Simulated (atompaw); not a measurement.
**Before and after: PAW (atompaw) potential for potassium**

atompaw 4.2.0.5 input, output lines left out:

```
K 19
GGA-PBESOL scalarrelativistic loggrid 1500 logderivrange -5 5 251
4 4 0 0 0 0
4 0 1
4 1 0
0 0 0
c
c
v
v
c
v
v
2
2.30 1.65 1.80 2.05
n
n
y
-0.05
y
1.2
n
custom polynom vanderbiltortho sinc
3 0.5 vpsmatchnc
1.90
2.30
2.05
2.30
2.30
2.10
```

Change: local potential troulliermartins scheme with l = 3 at 0.5 Ry, radius 1.80 bohr.

Cutoffs: the cutoffs (Ry, on a coarse ladder) from which the occupation-weighted sum of valence levels, in a spherical-Bessel basis at the reference potential, stays within 10 and 1 mRy of its value at 400 Ry; they do not see the model core or the augmentation charge, which bear on the density cutoff.

**Question.** What does the change do?

**Answer.** The potential gets neither clearly harder nor softer (18 Ry and 30 Ry → 18 Ry and 30 Ry); the range in which the s phases agree widens (upper end 1.4 → 4.7); the range in which the d phases agree narrows (upper end at the end of the scan → 3.4); neither file shows a bound ghost.

```csv
quantity,base,changed
"cutoff, loose",18 Ry,18 Ry
"cutoff, tight",30 Ry,30 Ry
bound ghosts,none,none
s: phases at 2.30 bohr within 0.05 rad from the reference energy up to (Ry; the scan ends near 5),1.4,4.7
p: phases at 2.30 bohr within 0.05 rad from the reference energy up to (Ry; the scan ends near 5),1.6,1.7
d: phases at 2.30 bohr within 0.05 rad from the reference energy up to (Ry; the scan ends near 5),to the end of the scan,3.4
lowest overlap eigenvalue by channel,"s 0.77, p 0.78, d 1.00","s 0.75, p 0.79, d 1.00"
```

 The cutoffs see the waves, projectors and local potential, not the compensation charge or the core.
